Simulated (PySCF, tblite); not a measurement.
Compound: cycloheptatriene, C₇H₈.
Atom-mapped SMILES: `[CH:1]1=[CH:2][CH:3]=[CH:4][CH2:5][CH:6]=[CH:7]1` (hydrogens: H8 on C1; H9 on C2; H10 on C3; H11 on C4; H12, H13 on C5; H14 on C6; H15 on C7)

Cartesian coordinates in Å at the GFN2-xTB level; atoms count from 1:
```xyz
15
C7H8 angstrom
C      1.291   -0.976   -0.098
C      1.575    0.343   -0.171
C      0.686    1.394    0.238
C     -0.646    1.354    0.120
C     -1.324    0.250   -0.628
C     -1.141   -0.946    0.251
C      0.059   -1.517    0.403
H      2.085   -1.686   -0.295
H      2.586    0.641   -0.424
H      1.153    2.259    0.692
H     -1.263    2.125    0.559
H     -2.377    0.466   -0.802
H     -0.820    0.086   -1.586
H     -2.008   -1.341    0.761
H      0.141   -2.443    0.958
```

Computed, not measured: B3LYP/def2-SVPD in PySCF (dipole) on a GFN2-xTB geometry, gas phase.

Masses are those of the commonest isotopes; rigid-rotor values at the optimised geometry. The values belong to one conformer with, in the numbering `[CH:1]1=[CH:2][CH:3]=[CH:4][CH2:5][CH:6]=[CH:7]1`, C1–C2–C3–C4 -35°, C3–C4–C5–C6 71°, C4–C5–C6–C7 -71°, C2–C1–C7–C6 35°.

(1) Give the principal moments of inertia and the rotational constants in MHz.

(2) What kind of rotor is it?

(3) What does the inertial defect say?

(4) Give the other two planar moments, Paa and Pbb, and the rms extents of the mass along the axes.

(5) Where do the levels up to J = 5 lie, in K?

(6) Which lines would a microwave search look for?

(7) Estimate the classical rotational partition function at 100 K, 200 K and 298.15 K.

Results:

(1) Ia = 132.52, Ib = 135.60, Ic = 240.14 u·Å²; 505379 MHz·u·Å²/I gives A = 3814, B = 3727, C = 2105 MHz.

(2) An asymmetric top. Ray's parameter κ = (2B − A − C)/(A − C) = 0.899; −1 is the prolate and +1 the oblate limit.

(3) Not planar: Δ = Ic − Ia − Ib = -27.98 u·Å². For a rigid frame Δ = −2 Σ m c², so Σ m c² = 13.99 u·Å² lies off the ab plane: 5.72 from hydrogen and 8.27 from heavier atoms. The atom farthest from that plane is 1.56 Å away.

(4) Paa = Σ m a² = (Ib + Ic − Ia)/2 = 121.61 and Pbb = Σ m b² = (Ia + Ic − Ib)/2 = 118.53 u·Å². With the mass M = 92.06 u, the rms extents √(P/M) along a, b and c are 1.15, 1.13, 0.39 Å.

(5) Above 0(0,0), as E/k:
J = 1: 1(0,1) 0.280, 1(1,1) 0.284, 1(1,0) 0.362
J = 2: 2(0,2) 0.766, 2(1,2) 0.766, 2(1,1) 0.999, 2(2,1) 1.012, 2(2,0) 1.086
J = 3: 3(0,3) 1.452, 3(1,3) 1.452, 3(1,2) 1.851, 3(2,2) 1.852, 3(2,1) 2.079, 3(3,1) 2.104, 3(3,0) 2.172
J = 4: 4(0,4) 2.340, 4(1,4) 2.340, 4(1,3) 2.899, 4(2,3) 2.899, 4(2,2) 3.297, 4(3,2) 3.299, 4(3,1) 3.519, 4(4,1) 3.560, 4(4,0) 3.621
J = 5: 5(0,5) 3.430, 5(1,5) 3.430, 5(1,4) 4.149, 5(2,4) 4.149, 5(2,3) 4.708, 5(3,3) 4.708, 5(3,2) 5.104, 5(4,2) 5.109, 5(4,1) 5.318, 5(5,1) 5.381, 5(5,0) 5.434
The levels of one J sum to (2J + 1)J(J + 1)(A + B + C)/3.

(6) The dipole components are |μa| = 0.32 D, |μb| = 0.00 D, |μc| = 0.14 D; the mirror of this Cs structure is the ac plane, so μb vanishes by symmetry and there are no b-type lines. The squared components, which scale the intensities, stand as 1.00 : 0.20 (a : c). Some lines, for components of 0.1 D or more:

```csv
type,branch,"J(Ka,Kc)",MHz,lower level (cm⁻¹)
a,Q,"2(2,0) ← 2(2,1)",1539,0.703
a,Q,"1(1,0) ← 1(1,1)",1622,0.197
a,Q,"2(1,1) ← 2(1,2)",4867,0.532
a,R,"1(0,1) ← 0(0,0)",5831,0.000
c,R,"1(1,0) ← 0(0,0)",7541,0.000
a,R,"2(1,2) ← 1(1,1)",10041,0.197
a,R,"2(0,2) ← 1(0,1)",10124,0.195
a,R,"2(1,1) ← 1(1,0)",13285,0.252
c,R,"2(1,1) ← 1(0,1)",14995,0.195
c,R,"2(2,0) ← 1(1,0)",15085,0.252
c,R,"2(2,1) ← 1(1,1)",15168,0.197
```

(7) Point group Cs, symmetry number σ = 1; q = (√π/σ)·√((kT/h)³/(ABC)), k/h = 20836.6 MHz/K: 30800 at 100 K, 87200 at 200 K, 159000 at 298.15 K.

Its GFN2-xTB frequencies are all real (lowest 209 cm⁻¹). Zero-point vibration and centrifugal distortion are left out.
